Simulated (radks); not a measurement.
Coulomb parameter of the 4d shell of the niobium ion Nb2+ in the model configuration [Kr] 4d1.5 5p1.5, as a second difference U = [E(n + 0.25) + E(n - 0.25) - 2 E(n)] / (0.25)^2 with all orbitals relaxed. "Bare": the charge of the atom changes with n. "Screened": the 5p shell takes up the change at fixed total charge, which measures U(4d,4d) + U(5p,5p) - 2 U(4d,5p). Method: scalar-relativistic Kohn-Sham, PBE, spin-unpolarised, spherical densities, finite nucleus; Fermi nuclear charge, rms radius 4.324 fm; computed with a radial shooting solver on a logarithmic mesh with Libxc functionals.

case                 configuration  E - E(n) (eV)
start             [Kr] 4d1.5 5p1.5          0.000
bare +0.25       [Kr] 4d1.75 5p1.5         -5.809
bare -0.25       [Kr] 4d1.25 5p1.5          6.518
screened +0.25  [Kr] 4d1.75 5p1.25         -2.399
screened -0.25  [Kr] 4d1.25 5p1.75          2.531

U(bare) = 11.340 eV, U(screened by 5p) = 2.123 eV, against the Slater integral F0(4d,4d) = 14.335 eV with frozen orbitals.
